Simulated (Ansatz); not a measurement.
`C[CH2][GeH]([OH])[OH]`, relaxed with RKS PBE0-D4/def2-TZVP in Ansatz 0.2.0 from a GFN2-xTB geometry. The force threshold is 0.005 eV/Å; the program also tests the step.

Total charge 0; spin multiplicity 1.

Start:

```xyz
13

C    -0.948    1.558   -0.448
C    -0.194    0.768    0.612
Ge    0.189   -1.121    0.104
O     0.756   -1.987    1.500
O     1.557   -1.282   -0.998
H    -0.358    1.650   -1.359
H    -1.175    2.560   -0.087
H    -1.885    1.065   -0.700
H     0.757    1.251    0.840
H    -0.770    0.748    1.536
H    -0.980   -1.887   -0.502
H     1.557   -2.484    1.341
H     1.493   -0.839   -1.840
```

(1) By how much does the energy fall, and how many steps does the optimiser take? (Best estimate.)

(2) Which bonds change most? (An estimate is asked.)

(3) Give the relaxed structure. (An estimate is asked.)

Answers

(1) Ansatz gave: 11.25 kJ/mol, in 20 steps, 3 of them rejected.

(2) Ansatz gave: C2–Ge3 from 1.993 to 1.934 Å; Ge3–O4 from 1.738 to 1.777 Å; Ge3–H11 from 1.524 to 1.549 Å; Ge3–O5 from 1.764 to 1.784 Å.

(3) Computed: 
```xyz
13

C    -0.907    1.587   -0.431
C    -0.265    0.759    0.674
Ge    0.250   -1.013    0.093
O     0.986   -1.796    1.507
O     1.487   -0.839   -1.182
H    -0.233    1.698   -1.284
H    -1.161    2.589   -0.077
H    -1.829    1.128   -0.798
H     0.647    1.233    1.045
H    -0.933    0.647    1.532
H    -0.877   -1.907   -0.481
H     1.448   -2.609    1.293
H     1.387   -1.476   -1.891
```
